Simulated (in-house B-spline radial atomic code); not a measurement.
Configurations of Zr VII (Zr6+), with energies counted from [Ar] 3d10 4s2 4p4. All numbers are computed (scalar-relativistic (X2C) B97-1, spin-polarised, spherical fractional occupations, exact exchange averaged over the configuration; Fermi nucleus of rms radius 4.2694 fm) with a B-spline radial code for spherical atoms, not measured. Shells without spins written out take the highest spin.

Occupations are held fixed; configurations that lie above the ionisation limit could autoionise.

```csv
configuration,E - E(ref) (eV),highest orbital,its <r> (bohr)
[Ar] 3d10 4s2 4p3 4f1,64.541,4f up,1.997
[Ar] 3d10 4s2 4p3 5f1,82.138,5f up,3.826
[Ar] 3d9 4s2 4p4 4d1,194.23,4d up,1.422
[Ar] 3d9 4s2 4p4 5f1,246.58,5f up,3.772
```

(1) Order these further configurations by energy, lowest first.
A. [Ar] 3d9 4s2 4p4 4f1
B. [Ar] 3d10 4s1 4p4 5s1
C. [Ar] 3d9 4s2 4p4 5d1
D. [Ar] 3d10 4s1 4p4 5f1

Answers

(1) B (74.386 eV), D (106.55 eV), A (228.59 eV), C (234.6 eV).
